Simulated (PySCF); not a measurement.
Gas-phase reaction: SnHCl + HCl ⇌ SnCl2 + 2 H

Energies from PySCF, thermal terms from the rigid-rotor harmonic-oscillator model, ideal gas at 1 bar. † marks an energy on the PBE0/def2-TZVP geometry and frequencies; other levels use their own. MP2 and CCSD(T) freeze the core. Open shells (unrestricted): H (multiplicity 2); the rest are closed-shell singlets. Sn: scalar-relativistic def2 core potential, no spin-orbit coupling. SnHCl: computed as isolated molecules; such fragments, hydroxides, amides, oligomers or adducts are transient or little studied in the gas. MP2 isn't extrapolated to the basis-set limit. CCSD(T) isn't extrapolated to the basis-set limit.

| level | ΔH°(298 K), kJ |
|---|---|
| BLYP/def2-TZVP† | 291 |
| CCSD(T)/def2-TZVPP† | 302 |
| MP2/def2-SVP† | [?] |
| MP2/def2-TZVPP† | 267 |
| PBE/def2-SVP | [?] |
| PBE/def2-TZVP† | 273 |
| r2SCAN/def2-TZVP† | 279 |
| LDA/def2-TZVP† | [?] |
| ωB97M-V/def2-TZVP† | [?] |

Task: Fill in the missing entries.

Result: 
- MP2/def2-SVP†, ΔH°(298 K), kJ: 260
- PBE/def2-SVP, ΔH°(298 K), kJ: 267
- LDA/def2-TZVP†, ΔH°(298 K), kJ: 312
- ωB97M-V/def2-TZVP†, ΔH°(298 K), kJ: 293
